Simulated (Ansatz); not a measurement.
`BCBCl` + H₂O → `BCBO` + HCl at 600 K and 1 bar (formal hydrolysis of a B–Cl bond).

Computed with Ansatz on PBE0-D4/def2-TZVP structures; ΔE is electronic, products minus reactants. CBS: MP2 limit from def2 TZ/QZ plus the TZ coupled-cluster correction, frozen cores. This one scheme is used for every species. Each species was taken in one conformer, which may not be the lowest.

```json
{"species": "`BCBCl`", "CCSD(T)/CBS energy (Eh)": "-550.44841", "H − E (kJ/mol)": "211.6", "S (J/(mol·K))": "391.6"}
{"species": "H₂O", "CCSD(T)/CBS energy (Eh)": "-76.37941", "H − E (kJ/mol)": "76.8", "S (J/(mol·K))": "212.8"}
{"species": "`BCBO`", "CCSD(T)/CBS energy (Eh)": "-166.46129", "H − E (kJ/mol)": "250.5", "S (J/(mol·K))": "385.5"}
{"species": "HCl", "CCSD(T)/CBS energy (Eh)": "-460.38127", "H − E (kJ/mol)": "35.4", "S (J/(mol·K))": "207.2"}
```

H − E and S are ideal-gas, rigid-rotor, harmonic terms from PBE0-D4/def2-TZVP, for one conformer and one mirror image of each species. 1 Eh = 2625.50 kJ/mol, R = 8.31446 J/(mol·K).

Q: By hand: ΔE, ΔH, ΔS and ΔG.

A: ΔE = (-166.46129) + (-460.38127) − (-550.44841) − (-76.37941) = -0.01474 Eh = -38.7 kJ/mol. Δ(H − E) = 250.5 + 35.4 − 211.6 − 76.8 = -2.5, so ΔH = -41.2 kJ/mol. ΔS = 385.5 + 207.2 − 391.6 − 212.8 = -11.7 J/(mol·K). ΔG = -41.2 − 600 × (-11.7)/1000 = -34.2 kJ/mol.

Q: By hand: the equilibrium constant, and the temperature at which ΔG would vanish if ΔH and ΔS stayed fixed.

A: log₁₀ K = −ΔG/(RT ln 10) = 3.0. ΔG = 0 at ΔH/ΔS = 3521 K, far beyond where these terms or the molecules hold.

The number of gas molecules stays the same, so ΔS is small and ΔH decides. A doubt of 5 kJ/mol in ΔE shifts log₁₀ K by 0.4 here. Other conformers and mirror images would add mixing entropy, several J/(mol·K) or more a flexible species. These are equilibria of isolated gas molecules and say nothing of rates. Largest T1 diagnostic: 0.013 (customary marks: 0.02 for closed shells, 0.045 for open ones).
